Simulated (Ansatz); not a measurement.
Ansatz results at the PBE0-D4/def2-TZVP geometry: HOMO energy (ωB97M-V/def2-TZVPP) -8.93 eV; HOMO energy (B3LYP/def2-TZVPP) -6.35 eV; HOMO energy (PBE/def2-TZVPP) -5.16 eV.

Each molecule was computed in one conformer, which needn't be the lowest.

**Question.** Which molecule gave them?
A. `C=[N][SnH3]`
B. `B[C@H]1[SiH2][C@@H]1Br`
C. `[NH2][Zn][O]CF`
D. `CNC[SiH3]`

**Answer.** D. The others give `B[C@H]1[SiH2][C@@H]1Br`: -9.28, -6.97, -6.13; `[NH2][Zn][O]CF`: -9.47, -6.87, -5.69; `C=[N][SnH3]`: -9.04, -6.59, -5.50.

B3LYP here is the variant with VWN-RPA as its local correlation; programs differ in this.
